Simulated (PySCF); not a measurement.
**Excitation energy of Cu by level of theory**

Cu [Ar] 3d10 4s1 (2S) → Cu [Ar] 3d10 4p1 (2P), as a difference of total energies. All numbers are calculated (PySCF 2.14, scalar relativity by spin-free X2C-1e, in aug-cc-pwCVTZ-DK). Correlated levels: valence: [Ar] frozen; valence and next inner shell: [Ne] frozen; nothing frozen. The calculations carry no spin-orbit coupling.

| method | excitation energy (eV) | error (eV) |
| --- | --- | --- |
| UHF | 3.194 | -0.612 |
| LDA | 4.187 | +0.381 |
| PBE | 3.990 | +0.184 |
| PBE0 | 3.817 | +0.011 |
| r2SCAN | 3.921 | +0.115 |
| PW91 | 4.023 | +0.217 |
| BHandHLYP | 3.754 | -0.052 |
| BP86 | 4.039 | +0.233 |
| MP2 (valence) | 3.890 | +0.084 |
| SCS-MP2 (valence) | 3.793 | -0.013 |
| MP2 (valence and next inner shell) | 3.963 | +0.157 |
| SCS-MP2 (valence and next inner shell) | 3.841 | +0.035 |
| MP2 (all electrons) | 3.961 | +0.155 |
| SCS-MP2 (all electrons) | 3.839 | +0.033 |

Reference: 3.806 eV (measured; NIST levels, between the centres of gravity of the two terms).

Errors of the correlated levels include the incompleteness of this basis and the frozen core.
